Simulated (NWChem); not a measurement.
CrO2BrF; SMILES [O]=[Cr](=[O])([F])[Br]

```xyz
5

Cr     0.0530    -0.7454     0.0000
O      0.8234    -1.1928    -1.2382
O      0.8234    -1.1928     1.2382
F     -1.4963    -1.4104     0.0000
Br    -0.0264     1.5183     0.0000
```
Atoms are numbered in this order, from 1.

Level: PBE0/def2-SVP (NWChem), optimised geometry, unscaled harmonic frequencies. This build's default masses of Se (78.918 u) and Br (79.917 u) are each other's, which moves their modes by up to 0.6 %.

| frequency (cm⁻¹) | IR intensity (km/mol) |
|---|---|
| 165 | 0.5 |
| 212 | 0.3 |
| 254 | 0.7 |
| 296 | 2.8 |
| 376 | 29.9 |
| 468 | 14.7 |
| 799 | 124.9 |
| 1176 | 154.3 |
| 1176 | 102.7 |

The zero-point energy is 7.0 kcal/mol and the thermal correction to the enthalpy at 298.15 K (with zero-point energy) is 11.1 kcal/mol. The heat capacity Cv is 17.0 cal/(mol K). The entropy at 298.15 K and 1 atm (symmetry number 1) comes out as 79.2 cal/(mol K) and the dipole moment is 0.88 D.

Rigid rotor and harmonic oscillator.
